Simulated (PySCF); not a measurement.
Species: C5H5Se, charge -1, multiplicity 1. It need not be the lowest isomer of its formula. Whether it binds its extra electron was not tested at this geometry. SMILES: c1c[se][c-]c1C
Geometry: optimised at B3LYP-D3(BJ)/def2-TZVP (Ansatz).

Dispersion corrections to the total energy (kcal/mol) from the dftd3 and dftd4 libraries through PySCF: D3(BJ) without and D4 with the three-body term, each with the damping fitted for the functional named.

```
functional  D3(BJ)      D4
----------  ------  ------
HSE06          [?]   -6.28
BLYP        -15.19  -17.78
CAM-B3LYP    -5.70   -6.84
r2SCAN       -1.95   -1.96
PBE0           [?]   -6.75
HF          -56.54  -29.09
PBE          -6.94     [?]
```

Q: Fill in the missing entries.

A: 
- HSE06, D3(BJ): -4.80
- PBE0, D3(BJ): -6.11
- PBE, D4: -8.01
